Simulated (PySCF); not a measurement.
Job file and geometry (Å, from GFN2-xTB) of an NMR shielding run on `CCO[C@@H]1[SiH2]O[SiH2]C1=O`, C$_{4}$H$_{10}$O$_{3}$Si$_{2}$, PySCF 2.14.0, density-fitted response routines, GIAO PBE0/pcSseg-1 NMR shielding, non-relativistic, gas phase; density fitting, a coarse starting grid and PySCF grid level 2 are the driver's defaults:

```
$ OMP_NUM_THREADS=1 python probes_run.py task.json out

{"job": {"kind": "nmr", "xc": "PBE0", "basis": "pcSseg-1"}, "charge": 0, "multiplicity": 1}
C      2.663199    -0.395478    -0.743524
C      1.665566     0.366831     0.111359
O      0.523934    -0.447194     0.309624
C     -0.482248     0.164844     1.097607
Si    -1.809360    -1.225087     1.026181
O     -2.358014    -0.899661    -0.480072
Si    -1.849886     0.456415    -1.272267
C     -1.134754     1.274970     0.319860
O     -1.356288     2.379621     0.759624
H      2.952817    -1.315477    -0.243019
H      2.213822    -0.648575    -1.699750
H      3.546581     0.214279    -0.911688
H      1.375411     1.308438    -0.379094
H      2.108570     0.616780     1.087881
H     -0.091804     0.491150     2.067652
H     -1.153715    -2.517753     0.988391
H     -2.906453    -1.014847     1.961920
H     -0.861025     0.081910    -2.269796
H     -3.056155     1.118085    -1.738350
```

Q: What does the program print?

A: 
```
coarse grid: 17056 points
cycle   1  E = -962.0732978175  dE =  1.380e+00  |g| = 1.140e+00  |ddm| = 4.023e+00
cycle   2  E = -961.4547024251  dE =  6.186e-01  |g| = 2.128e+00  |ddm| = 2.821e+00
cycle   3  E = -962.3036024471  dE = -8.489e-01  |g| = 2.437e-01  |ddm| = 2.111e+00
cycle   4  E = -962.3129319796  dE = -9.330e-03  |g| = 1.346e-01  |ddm| = 2.992e-01
cycle   5  E = -962.3160653718  dE = -3.133e-03  |g| = 3.309e-02  |ddm| = 1.255e-01
cycle   6  E = -962.3162983355  dE = -2.330e-04  |g| = 6.887e-03  |ddm| = 3.322e-02
cycle   7  E = -962.3163066057  dE = -8.270e-06  |g| = 2.267e-03  |ddm| = 7.125e-03
final grid: 156032 points
cycle   8  E = -962.3997314252  dE = -1.401e-05  |g| = 1.566e-02  |ddm| = 2.903e-02
cycle   9  E = -962.3996255353  dE =  1.059e-04  |g| = 2.862e-02  |ddm| = 3.008e-02
cycle  10  E = -962.3997746352  dE = -1.491e-04  |g| = 3.296e-03  |ddm| = 2.074e-02
cycle  11  E = -962.3997766681  dE = -2.033e-06  |g| = 4.893e-04  |ddm| = 2.366e-03
cycle  12  E = -962.3997767081  dE = -3.997e-08  |g| = 1.742e-04  |ddm| = 5.975e-04
cycle  13  E = -962.3997767149  dE = -6.861e-09  |g| = 2.378e-05  |ddm| = 1.801e-04
cycle  14  E = -962.3997767151  dE = -1.182e-10  |g| = 9.247e-06  |ddm| = 3.208e-05
converged SCF energy = -962.3997767151

GIAO shielding tensors (ppm)
atom      isotropic    diamagn.    paramagn.     s11        s22        s33       span
  0 C      168.465     247.244     -78.779    152.725    166.982    185.687     32.963
  1 C      113.146     247.405    -134.259     76.188     99.623    163.628     87.440
  2 O      278.460     400.968    -122.508    252.294    268.684    314.403     62.109
  3 C      100.089     255.814    -155.724     87.591     96.851    115.827     28.236
  4 Si     361.021     880.404    -519.383    332.933    360.072    390.058     57.125
  5 O      326.683     398.374     -71.691    266.996    350.550    362.503     95.508
  6 Si     393.846     879.953    -486.107    322.701    391.565    467.274    144.573
  7 C      -67.117     254.173    -321.290   -170.705   -106.820     76.175    246.880
  8 O     -543.824     399.066    -942.890  -1505.268   -485.930    359.726   1864.994
  9 H       30.086      29.557       0.528     26.394     28.205     35.657      9.263
 10 H       30.105      30.760      -0.655     25.923     29.190     35.203      9.280
 11 H       30.642      27.756       2.886     26.573     27.634     37.720     11.148
 12 H       28.124      32.986      -4.862     23.598     28.281     32.494      8.896
 13 H       28.148      31.548      -3.400     23.776     27.965     32.702      8.927
 14 H       28.539      33.377      -4.838     25.280     27.178     33.159      7.879
 15 H       26.412      29.971      -3.559     23.546     24.502     31.189      7.644
 16 H       26.415      28.673      -2.258     22.942     24.279     32.023      9.081
 17 H       26.346      30.940      -4.594     22.755     26.055     30.228      7.473
 18 H       27.156      28.763      -1.607     23.728     24.864     32.874      9.146
```

Q: Turn these shieldings into chemical shifts. Shifts are taken against calculated references (same method and geometry level): ¹³C (σ = 186.93 ppm) and ²⁹Si (σ = 349.16 ppm) and ¹H (σ = 31.72 ppm) against TMS; H2O for ¹⁷O (σ = 336.08 ppm).

A: Averaging equivalent atoms: C 7: 254.0; C 3: 86.8; C 1: 73.8; C 0: 18.5; O 8: 879.9; O 2: 57.6; O 5: 9.4; Si 4: -11.9; Si 6: -44.7; H 17: 5.37; H 15: 5.30; H 16: 5.30; H 18: 4.56; H 12: 3.59; H 13: 3.57; H 14: 3.18; H 9/10/11: 1.44 ppm. Unscaled 17O shifts of doubly bonded oxygen tend to come out too high, by tens of ppm or more. Experimental scales use liquid or dissolved standards, which lie at an offset from isolated H2O (liquid H2O: subtract about 36 ppm).

Size and cost of the density-fitted run: 217 basis functions, 45 s wall time on 1 thread of an Arm Neoverse V2, shared host; peak memory 1 GiB.
